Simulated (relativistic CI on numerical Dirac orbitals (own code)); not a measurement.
# How well does a small relativistic CI reproduce C?

Computed by Dirac-Coulomb-Breit CI, orbitals from a KLI potential per configuration, QED by a radiative potential, valence Slater integrals scaled by 0.85, configuration energies shifted to the measured levels that pair with them (semi-empirical) (own radial code, finite nucleus).

Configurations in the expansion (outside the closed core 1s2): 2s2 2p2, 2s 2p3, 2s2 2p 3s, 2s2 2p 3p, 2s2 2p 3d, 2s2 2p 4s, 2p4, 2s2 2p 4p, 2s2 2p 4d, 2s2 2p 4f, 2s2 3s2, 2s2 3s 3p, 2s2 3s 3d. Levels of other configurations are missing.

| Configuration | Term (tabulated) | J | Measured (cm⁻¹) | Computed | Error | Purity (%) |
| --- | --- | --- | --- | --- | --- | --- |
| 2s2 2p2 | 3P | 0 | 0.0 | 0 | 0 | 98 |
| 2s2 2p2 | 3P | 1 | 16.4 | 15 | -2 | 98 |
| 2s2 2p2 | 3P | 2 | 43.4 | 39 | -5 | 98 |
| 2s2 2p2 | 1D | 2 | 10192.7 | 10585 | 392 | 98 |
| 2s2 2p2 | 1S | 0 | 21648.0 | 18223 | -3425 | 94 |
| 2s 2p3 | 5S° | 2 | 33735.2 | 28997 | -4738 | 100 |
| 2s2 2p 3s | 3P° | 0 | 60333.4 | 60333 | 0 | 99 |
| 2s2 2p 3s | 3P° | 1 | 60352.6 | 60353 | 0 | 99 |
| 2s2 2p 3s | 3P° | 2 | 60393.2 | 60394 | 1 | 99 |
| 2s2 2p 3s | 1P° | 1 | 61981.8 | 61784 | -198 | 100 |
| 2s 2p3 | 3D° | 3 | 64086.9 | 65269 | 1182 | 96 |
| 2s 2p3 | 3D° | 1 | 64089.9 | 65272 | 1182 | 96 |
| 2s 2p3 | 3D° | 2 | 64091.0 | 65273 | 1182 | 96 |
| 2s2 2p 3p | 1P | 1 | 68856.3 | 69346 | 490 | 99 |
| 2s2 2p 3p | 3D | 1 | 69689.5 | 69870 | 181 | 100 |
| 2s2 2p 3p | 3D | 2 | 69710.7 | 69891 | 180 | 100 |
| 2s2 2p 3p | 3D | 3 | 69744.0 | 69925 | 181 | 100 |
| 2s2 2p 3p | 3S | 1 | 70743.9 | 70718 | -26 | 100 |
| 2s2 2p 3p | 3P | 0 | 71352.5 | 71351 | -1 | 100 |
| 2s2 2p 3p | 3P | 1 | 71364.9 | 71364 | -1 | 100 |
| 2s2 2p 3p | 3P | 2 | 71385.4 | 71386 | 1 | 100 |
| 2s2 2p 3p | 1D | 2 | 72610.7 | 72203 | -408 | 99 |
| 2s2 2p 3p | 1S | 0 | 73975.9 | 73739 | -237 | 94 |
| 2s 2p3 | 3P° | 1 | 75254.0 | 75252 | -2 | 73 |
| 2s 2p3 | 3P° | 2 | 75255.3 | 75250 | -6 | 73 |
| 2s 2p3 | 3P° | 0 | 75256.1 | 75255 | -1 | 73 |
| 2s2 2p 3d | 1D° | 2 | 77679.8 | 77724 | 45 | 99 |
| 2s2 2p 4s | 3P° | 0 | 78105.0 | 78101 | -4 | 89 |
| 2s2 2p 4s | 3P° | 1 | 78116.8 | 78117 | 0 | 89 |
| 2s2 2p 4s | 3P° | 2 | 78148.1 | 78154 | 6 | 73 |
| 2s2 2p 3d | 3F° | 2 | 78199.1 | 78152 | -47 | 82 |
| 2s2 2p 3d | 3F° | 3 | 78215.5 | 78171 | -45 | 99 |
| 2s2 2p 3d | 3F° | 4 | 78249.9 | 78202 | -48 | 100 |
| 2s2 2p 3d | 3D° | 1 | 78293.5 | 78509 | 216 | 91 |
| 2s2 2p 3d | 3D° | 2 | 78307.6 | 78514 | 206 | 96 |
| 2s2 2p 3d | 3D° | 3 | 78318.2 | 78520 | 202 | 89 |

Measured levels from NIST Handbook of Basic Atomic Spectroscopic Data (Sansonetti and Martin, J. Phys. Chem. Ref. Data 34, 1559 (2005)); pairs were made by configuration, J and term (by order where the table uses no LS term), so strongly mixed levels may be paired wrongly.

Mean error by configuration (cm⁻¹): 2s2 2p2 -760; 2s 2p3 -172; 2s2 2p 3s -49; 2s2 2p 3p 36; 2s2 2p 3d 76; 2s2 2p 4s 1. Over the excited levels the mean absolute error is 424 cm⁻¹ (35 of the 36 excited levels that our extract of the source holds in range could be paired, and the others can miss by more), and the median relative error of those above 1,000 cm⁻¹ is 0.061 %, both after the shifts were fitted to these levels, so that a configuration with one level shows no error.

Transition probabilities of persistent lines. The last column rescales the computed rate by the cube of measured over computed energy:

| λ measured (Å) | Lower | Upper | A tabulated (s⁻¹) | A computed | A rescaled |
| --- | --- | --- | --- | --- | --- |
| 1277.25 vacuum | 2s2 2p2 3P_0 | 2s2 2p 3d 3D°_1 | 1.27e+08 | 1.36e+08 | 1.35e+08 |
| 1277.28 vacuum | 2s2 2p2 3P_1 | 2s2 2p 3d 3D°_2 | 1.73e+08 | 1.98e+08 | 1.96e+08 |
| 1277.51 vacuum | 2s2 2p2 3P_1 | 2s2 2p 3d 3D°_1 | 9.12e+07 | 1.03e+08 | 1.02e+08 |
| 1277.55 vacuum | 2s2 2p2 3P_2 | 2s2 2p 3d 3D°_3 | 2.31e+08 | 2.41e+08 | 2.39e+08 |
| 1280.33 vacuum | 2s2 2p2 3P_2 | 2s2 2p 4s 3P°_2 | 5.77e+07 | 7.61e+07 | 7.61e+07 |
| 1560.68 vacuum | 2s2 2p2 3P_1 | 2s 2p3 3D°_2 | 9.08e+07 | 2.08e+08 | 1.97e+08 |
| 1560.71 vacuum | 2s2 2p2 3P_1 | 2s 2p3 3D°_1 | 5.05e+07 | 1.15e+08 | 1.09e+08 |
| 1561.44 vacuum | 2s2 2p2 3P_2 | 2s 2p3 3D°_3 | 1.21e+08 | 2.76e+08 | 2.61e+08 |
| 1656.27 vacuum | 2s2 2p2 3P_1 | 2s2 2p 3s 3P°_2 | 8.58e+07 | 6.58e+07 | 6.57e+07 |
| 1656.93 vacuum | 2s2 2p2 3P_0 | 2s2 2p 3s 3P°_1 | 1.13e+08 | 8.75e+07 | 8.75e+07 |
| 1657.01 vacuum | 2s2 2p2 3P_2 | 2s2 2p 3s 3P°_2 | 2.52e+08 | 1.96e+08 | 1.96e+08 |
| 1657.38 vacuum | 2s2 2p2 3P_1 | 2s2 2p 3s 3P°_1 | 8.64e+07 | 6.54e+07 | 6.54e+07 |
| 1657.91 vacuum | 2s2 2p2 3P_1 | 2s2 2p 3s 3P°_0 | 3.43e+08 | 2.62e+08 | 2.62e+08 |
| 1658.12 vacuum | 2s2 2p2 3P_2 | 2s2 2p 3s 3P°_1 | 1.44e+08 | 1.09e+08 | 1.09e+08 |
| 1930.91 vacuum | 2s2 2p2 1D_2 | 2s2 2p 3s 1P°_1 | 3.51e+08 | 3.14e+08 | 3.25e+08 |
| 2478.56 air | 2s2 2p2 1S_0 | 2s2 2p 3s 1P°_1 | 3.40e+07 | 5.35e+07 | 4.25e+07 |
| 8335.15 air | 2s2 2p 3s 1P°_1 | 2s2 2p 3p 1S_0 | 3.51e+07 | 3.90e+07 | 3.94e+07 |
| 9405.73 air | 2s2 2p 3s 1P°_1 | 2s2 2p 3p 1D_2 | 2.91e+07 | 3.13e+07 | 3.33e+07 |
| 11753.32 air | 2s2 2p 3p 3D_3 | 2s2 2p 3d 3F°_4 | 2.63e+07 | 2.84e+07 | 3.08e+07 |
| 11754.76 air | 2s2 2p 3p 3D_2 | 2s2 2p 3d 3F°_3 | 2.40e+07 | 2.57e+07 | 2.78e+07 |

Configurations whose levels could be paired with our table of measured levels were shifted onto them, all but the ground configuration, by the median error of their levels; single terms can still be off by 1,000 to 2,000 cm⁻¹ or more, and rates follow the energies as ν³ (E1, M1) or ν⁵ (E2). The others borrow a shift and can be off by several thousand cm⁻¹ or more. The fine structure of a lone outer electron comes out too small, for d and f at times inverted, and misplaced configurations move strength between like terms. 35 of the 36 excited levels that our extract of the measured tables holds in this range could be paired (the sources list more); they are missed by 424 cm⁻¹ on average and 4738 at most, after the shifts were fitted to these levels, and levels without a partner can miss by more.

Shifts applied (cm⁻¹): 2s2 2p2 0; 2s 2p3 -3150; 2s2 2p 3s -3787; 2s2 2p 3p -3431; 2s2 2p 3d -3292; 2s2 2p 4s -3883.
